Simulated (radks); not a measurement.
Problem. Valence configurations of Ir3+ (all share [Xe]). Calculated with a radial shooting solver on a logarithmic mesh with Libxc functionals: non-relativistic Kohn-Sham, BLYP, spin-unpolarised, spherical densities, point nucleus; relativity is left out, which matters for an element this heavy. Order these by energy: 4f13 5d6 6p1; 4f14 5d6; 4f12 5d6 6p2; 4f14 5d4 6p2; 4f14 5d5 6p1; 4f11 5d8 6s1; 4f11 5d8 6p1; 4f14 5d4 6s1 6p1; 4f13 5d6 6s1; 4f13.5 5d6 6s0.5.

Solution. From the lowest, in eV above it: 4f14 5d6 0.000; 4f14 5d5 6p1 16.882; 4f14 5d4 6s1 6p1 29.314; 4f14 5d4 6p2 36.371; 4f13.5 5d6 6s0.5 40.043; 4f13 5d6 6s1 83.778; 4f13 5d6 6p1 90.545; 4f12 5d6 6p2 197.27; 4f11 5d8 6s1 262.02; 4f11 5d8 6p1 269.00. NIST lists [Xe] 4f14 5d6 as the ground configuration; this level of theory agrees among the configurations tried. The energies are those of spherical spin-averaged densities, not of single terms. Relativity is left out, which favours d and f over s occupation in heavy atoms.
